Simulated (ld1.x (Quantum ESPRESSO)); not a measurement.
# Ranking TM potentials for P

All share these settings but for the change named:

P (Z = 15), norm-conserving Troullier–Martins (Kleinman–Bylander form), made with ld1.x (Quantum ESPRESSO) 7.5 (PBEsol, fully relativistic). Core [Ne], reference 3s2 3p3. Waves: 3s (bound): rc 1.60 bohr; 3p (bound): rc 1.75 bohr. Local part: all-electron potential smoothed inside 1.50 bohr (lloc = -1). Core correction: Bessel-smoothed model core inside 1.30 bohr.

Open shells are filled in proportion to 2j + 1 (rel_dist='average').

Test errors are all-electron minus pseudo excitation energies from the reference, over 3s2 3p2; 3s2 3p1; 3s2 3p0; 3s2 3p2.5; 3s1 3p0; 3s1 3p3; 3s1 3p4. None of these files shows a bound ghost.

The base gives 221.0 meV.

Of 12 variants that were run, those that failed, showed a ghost or another fault, or gave nearly equal values are left out.

A variant can come out equal or close to the base, since the largest error may sit in a test that the change hardly touches while other tests move.

Task: Rank these variants by their largest absolute test error, smallest first.
A. wave 3p (bound): rc 1.75 bohr becomes 3p (bound): rc 1.32 bohr
B. core correction Bessel-smoothed model core inside 1.26 bohr
C. functional PBE

Result: A (171.8 meV), B (223.4 meV), C (279.2 meV).
